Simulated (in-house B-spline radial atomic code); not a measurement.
Ionising the scandium ion Sc⁶⁺ with different functionals

Computed with a B-spline radial code for spherical atoms: four-component Dirac-Coulomb Hamiltonian, Fermi nucleus of rms radius 3.5459 fm, spin-restricted, spherical fractional occupations for the functionals, and exact exchange of hybrids averaged over the configuration. The ionisation energy is the difference of two self-consistent energies, [Ne] 3s2 3p3 → [Ne] 3s2 3p2, without Breit or QED terms; ε is the level of the shell that loses the electron (mean over j). The electron is taken from both j subshells in proportion to 2j + 1, so the result is a j average, not the step between ground levels.

```csv
method,rung,ΔSCF (eV),-ε(3p) (eV)
BHandHLYP,global hybrid,?,?
HSE06,range-separated hybrid,134.74,126.42
wB97X,range-separated hybrid,?,?
LC-wPBE,range-separated hybrid,134.93,129.63
```

**Question.** What does BHandHLYP give?

**Answer.** ΔSCF 134.63 eV, and -ε(3p) = 129.55 eV.

**Question.** What does wB97X give?

**Answer.** ΔSCF 134.71 eV, and -ε(3p) = 129.39 eV.

**Question.** Among the functionals, which spreads more, the ΔSCF values or the orbital energies?

**Answer.** The orbital energies: ΔSCF values span about 0.30 eV and the orbital energies 3.21 eV; here energy differences depend much less on the functional than eigenvalues do.

**Question.** How do they compare with the NIST value?

**Answer.** NIST lists 138.0 eV ± 0.25 (semi-empirical, ground level to ground level). Errors run from -3.36 to -3.06 eV. The correlated functionals all miss on the same side by more than they spread, so the cause is common to them (Breit-QED terms, spin polarisation, the choice among j levels, multiplet and fine-structure energies, or a listed next ion that isn't the cheapest removal here) and closeness doesn't rank the functionals.
